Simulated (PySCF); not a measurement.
Fill in the blanks.

Species: 1,3-pentanediamine, C5H14N2.
SMILES: `CC[C@H](N)CCN`

```json
{"property": "point group of the GFN2-xTB geometry", "level": "GFN2-xTB", "value": "C1"}
{"property": "rotational constants A, B, C of the GFN2-xTB geometry", "level": "GFN2-xTB", "value": "4.553, 1.280, 1.141 GHz"}
{"property": "dipole moment", "level": "PBE0/def2-SVPD", "value": "?"}
{"property": "HOMO energy", "level": "PBE0/def2-SVPD", "value": "?"}
{"property": "LUMO energy", "level": "PBE0/def2-SVPD", "value": "?"}
{"property": "lowest singlet excitation", "level": "TDDFT PBE0/def2-SVPD", "value": "6.02 eV (206 nm, f = 0.041)"}
{"property": "lowest triplet excitation (Tamm–Dancoff)", "level": "TDA PBE0/def2-SVPD", "value": "5.78 eV"}
{"property": "static isotropic polarisability", "level": "PBE0/def2-SVPD", "value": "80.4 au"}
{"property": "electronic spatial extent ⟨r²⟩ about the centre of nuclear charge", "level": "PBE0/def2-SVPD", "value": "1125 bohr²"}
{"property": "13C chemical shifts (computed TMS as zero) by class", "level": "GIAO PBE0/pcSseg-1", "value": "52.8 (1 C), 48.1 (1 C), 48.1 (1 C), 37.6 (1 C), 6.6 (1 C) ppm"}
{"property": "1H chemical shifts (computed TMS as zero) by class", "level": "GIAO PBE0/pcSseg-1", "value": "3.58 (1 H), 2.76 (1 H), 2.68 (1 H), 1.46 (1 H), 1.27 (1 H), 1.12 (1 H), 0.95 (1 H), 0.86 (3 H), 0.42 (2 H), 0.35 (2 H) ppm"}
{"property": "isotropic shieldings of nuclei other than C and H, by class", "level": "GIAO PBE0/pcSseg-1", "value": "?"}
```

Electronic properties: PySCF, gas phase, density fitting. NMR classes are plain means over equivalent atoms (diastereotopic ones count apart unless rotation or inversion swaps them), as if these changed places fast; in this geometry the members of some classes differ.

**Question.** The dipole moment?

**Answer.** 2.60 D.

**Question.** What are the isotropic shieldings of nuclei other than C and H, by class?

**Answer.** 224 (1 N), 225 (1 N) ppm.

**Question.** The LUMO energy?

**Answer.** 0.59 eV.

**Question.** Give the HOMO energy.

**Answer.** -6.50 eV.

The 6 singlets span 6.02 to 7.07 eV, and their oscillator strengths add up to 0.09. The dipole equals about 8.7 × 10⁻³⁰ C·m (1 D = 3.33564 × 10⁻³⁰ C·m). The polarisability is 11.92 Å³ as a volume (1 au = 0.148185 Å³), or 1.39 au for each of the 58 electrons. With B = h/(8π²I), that is 505.379 GHz u Å² over I, the principal moments of inertia are 111.0, 394.8 and 442.8 u Å² (most abundant isotopes); the inertial defect Ic − Ia − Ib is -63.0 u Å² (zero for a rigid planar frame, negative otherwise).

One conformer stands for the species.
